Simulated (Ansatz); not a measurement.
Cost and result for the atomization energy of C2H8B2S (13 atoms, 15 bonds).

Cartesian coordinates in Å:
```
B -1.478 -1.107 -0.904
S 0.255 -1.433 -0.189
C 0.502 0.418 -0.156
B -0.790 -0.051 0.568
C 1.715 0.890 0.592
H -1.452 -0.596 -1.987
H -2.269 -1.960 -0.642
H 0.412 0.791 -1.174
H -1.853 -0.013 -0.184
H -1.108 -0.028 1.711
H 2.642 0.694 0.049
H 1.784 0.424 1.577
H 1.640 1.971 0.740
```

Charge 0, multiplicity 1. The bonds changed during the relaxation, so this is another structure than the one it started from. Geometry: relaxed with PBE0-D4/def2-TZVP. It is one conformer, not always the lowest. Program: Ansatz. All runs use 4 threads of an Arm Neoverse V2 on a shared host. Times are those of one run each, without the atoms' runs, and a repeat can differ threefold. Electronic energies, without spin–orbit coupling; frozen cores. CCSD(T)/CBS adds CCSD(T) − MP2 in def2-TZVPP to the MP2 limit, and its time is that of the two runs behind it. T1 = 0.011. B3LYP takes the VWN-RPA correlation (the form of Gaussian; ORCA's B3LYP/G). HSE06 is the plane-wave form, built on full-range PBE exchange.

CCSD(T)/CBS is a level of theory with its own doubt, some kJ/mol a heavy atom from the limit and from the frozen cores, so smaller differences don't rank the functionals.

| level | functions | wall time | atomization (kcal/mol) | difference from CCSD(T)/CBS | per bond |
| --- | --- | --- | --- | --- | --- |
| revPBE-D4/def2-TZVPP | 278 | 2.3 s | 1151.6 | 6.2 | 0.4 |
| BHLYP-D4/def2-TZVPP | 278 | 3.5 s | 1125.5 | -19.9 | -1.3 |
| HSE06-D4/def2-TZVPP | 278 | 3.5 s | 1164.0 | 18.6 | 1.2 |
| B3LYP-D4/def2-TZVPP (with forces) | 278 | 5.5 s | 1149.5 | 4.1 | 0.3 |
| r2SCANh-D4/def2-TZVPP | 278 | 6 s | 1157.7 | 12.3 | 0.8 |
| CCSD(T)/def2-SVP | 114 | 6 s | 1099.5 | -45.9 | -3.1 |
| PBE-QIDH/def2-TZVPP | 278 | 6.5 s | 1154.4 | 9.0 | 0.6 |
| ωB97X-V/def2-TZVPP | 278 | 8.5 s | 1152.9 | 7.5 | 0.5 |
| B97M-V/def2-TZVPP | 278 | 11 s | 1160.4 | 15.0 | 1.0 |
| ωB97M-V/def2-TZVPP (with forces) | 278 | 13 s | 1156.2 | 10.8 | 0.7 |
| MP2/def2-QZVPP | 538 | 31 s | 1153.0 | 7.6 | 0.5 |
| CCSD(T)/def2-TZVPP | 278 | 3.1 min | 1121.4 | -24.0 | -1.6 |
| CCSD(T)/CBS(def2) | – | 3.6 min | 1145.4 | 0.0 | 0.0 |

In def2-TZVPP, CCSD(T) changes the Hartree–Fock value by +253.2 kcal/mol (the triples alone add +16.7 kcal/mol) and MP2 by +270.8 kcal/mol; breaking electron pairs costs correlation energy, which Hartree–Fock lacks. At CCSD(T), def2-SVP lies −45.9 kcal/mol from the extrapolated value and def2-TZVPP −24.0 kcal/mol: correlation converges slowly with the basis, and small sets miss more of it in the bonded molecule than in its fragments. From PBE to PBE0 (25 % exact exchange), in def2-TZVPP and without D4, the atomization energy moves by −11.1 kcal/mol: exact exchange takes away binding that semilocal exchange gives to molecules.
